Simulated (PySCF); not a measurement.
# A small calculation by hand: chemical shift, span and skew from a shielding tensor

Al(AsH2)(F)(H) (AlAsFH₃), SMILES [F][AlH][AsH2]. Atoms are numbered in the order given.

```xyz
6

Al    -0.5349    -1.2396     0.0000
As     0.0174     1.1317     0.0000
H      1.0460     0.8310    -1.0879
H      1.0460     0.8310     1.0879
F      0.6977    -2.3388     0.0000
H     -1.9931    -1.8451     0.0000
```

Geometry: PBE0-D3(BJ)/def2-TZVP. A frequency run showed that this geometry is not a minimum.

GIAO shieldings from PBE0/pcSseg-2 run with PySCF, non-relativistic, no solvent. The symmetric part of the tensor of F5 has the principal values 173.3, 329.2, 346.2 ppm. The same nucleus in CFCl3 has σ = 165.8 ppm at this level (PySCF, at its B3LYP-D3(BJ)/def2-TZVP geometry).

Question: Work out the isotropic shielding, the ¹⁹F shift against CFCl3, the span and the skew.

Answer: 
σ(iso) = (σ11 + σ22 + σ33)/3 = 282.9 ppm. δ = σ(ref) − σ(iso) = 165.8 − (282.9) = -117.1 ppm.
Span Ω = σ33 − σ11 = 172.9 ppm. Skew κ = 3(σ(iso) − σ22)/Ω = -0.80. Tumbling in solution averages the tensor to δ; in a static solid the shielding alone would spread this spin-1/2 line over Ω.
